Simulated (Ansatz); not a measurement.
Reaction (cleavage of the Ge–Si bond): `O[SiH]([SiH3])[GeH3]` + HCl → `[Cl][GeH3]` + `O[SiH2][SiH3]`

Isolated molecules relaxed with PBE0-D4/def2-TZVP in Ansatz; ΔE leaves out vibrations. CBS: MP2 limit from def2 TZ/QZ plus the TZ coupled-cluster correction, frozen cores. This one scheme is used for every species. For Ge outer-core shells are correlated without core-valence functions, which leaves a few kJ/mol of doubt a bond. Scalar relativity is left out up to krypton. One conformer a species, not always the lowest.

```tsv
species	CCSD(T)/CBS(def2) energy (Eh)
`O[SiH]([SiH3])[GeH3]`	-2734.28703
HCl	-460.38127
`[Cl][GeH3]`	-2537.71925
`O[SiH2][SiH3]`	-656.96789
```

Question: Work out ΔE.

Answer: ΔE = (-2537.71925) + (-656.96789) − (-2734.28703) − (-460.38127) = -0.01884 Eh = -0.51 eV.

Largest T1 diagnostic among the species: 0.013.

From PBE to PBE0 (25 % exact exchange), in def2-TZVPP and without D4, ΔE moves by −0.05 eV. The D4 term adds +0.08 eV with B3LYP and +0.05 eV with PBE0; it sums over pairs of atoms, weighted by their polarisabilities, and B3LYP, whose exchange is more repulsive, gets the larger term.

B3LYP here is the variant with VWN-RPA as its local correlation; programs differ in this.
